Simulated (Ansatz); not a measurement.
Two isomers of C2H10BNSi: A = `BN(C)[SiH2]C`, B = `BN[SiH](C)C`.

Isolated molecules relaxed with PBE0-D4/def2-TZVP in Ansatz; ΔE leaves out vibrations. CCSD(T)/CBS is the MP2 limit (def2-TZVPP, def2-QZVPP) plus CCSD(T) − MP2 in def2-TZVPP, frozen cores. DFT in def2-TZVPP. One conformer a species, not always the lowest.

(1) Which is lower in electronic energy at CCSD(T)/CBS, and by how much? (An estimate is asked.)

(2) Give E(B) − E(A) in kJ/mol with r2SCAN-D4, PBE0-D4, CCSD(T)/def2-TZVPP, CCSD/def2-TZVPP, MP2/def2-TZVPP, CCSD(T)/def2-SVP, ωB97M-V. (Estimate.)

(3) Does the order hold for the free energy at 298.15 K (harmonic terms from PBE0-D4)? (Best estimate.)

Largest T1 diagnostic: 0.012.

## Answers

(1) The calculation gave: B, by 81.0 kJ/mol.

(2) The calculation gave: r2SCAN-D4 -84.9, PBE0-D4 -81.0, CCSD(T)/def2-TZVPP -78.5, CCSD/def2-TZVPP -79.2, MP2/def2-TZVPP -81.2, CCSD(T)/def2-SVP -63.6, ωB97M-V -82.9. None reverses the order clearly.

(3) Ansatz gave: Yes: G(B) − G(A) = -79.9 kJ/mol, for one conformer each. Modes under 60 cm⁻¹, often nearly free rotors, make the harmonic entropy too high.

Leaving LDA and LC-ωPBE aside and taking each functional with its dispersion term where it has one, the values, not all of them listed here, spread over 10.3 kJ/mol, from B97M-V to BLYP-D4. LDA lies +3.7 kJ/mol from PBE without D4. At CCSD(T), def2-SVP lies +17.4 kJ/mol from the extrapolated value and def2-TZVPP +2.5 kJ/mol.
